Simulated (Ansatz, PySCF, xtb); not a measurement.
Complex: HCl (SMILES Cl) (first 2 atoms) with GeH4 (SMILES [GeH4]); geometry from B3LYP-D3(BJ)/def2-TZVP.
(charge 0, multiplicity 1):
```xyz
7

Cl    -0.83990     0.82488    -0.48125
H     -1.07725     0.21030     0.62238
Ge     0.21330    -0.07963     3.37867
H      0.18561     1.44388     3.55045
H     -0.99330    -0.50335     2.51555
H      0.09827    -0.77198     4.74281
H      1.50254    -0.51087     2.66931
```

Counterpoise-corrected where a basis set is named; no monomer relaxation. Rows marked so take none.

Cores are frozen in the correlated methods. Filled d and f shells under p-block atoms count as core. Rows in 6-31G*, STO-3G carry no dispersion term and start afresh at each structure (6-31G* with six Cartesian d functions); the Pople sets are all-electron and without relativity.

Codes used: Ansatz (a program for electronic structure); PySCF for 6-31G* rows, STO-3G rows; xtb for the GFN methods. 

| level | interaction energy (meV) |
|---|---|
| GFN2-xTB | -52.3 |
| HF/STO-3G (no counterpoise) | 22.6 |
| HF/6-31G* | 39.5 |
| HF/6-31G* (no counterpoise) | 25.1 |
| r2SCAN/def2-TZVPPD | -34.1 |
| B3LYP/6-31G* | 0.2 |
| B3LYP/def2-TZVPPD | -1.2 |
| PBE0/def2-TZVPPD | ? |
| SCS-MP2/def2-SVPD | ? |

Task: Fill in the missing entries.

Result: 
- PBE0/def2-TZVPPD, interaction energy (meV): -25.5
- SCS-MP2/def2-SVPD, interaction energy (meV): -9.0
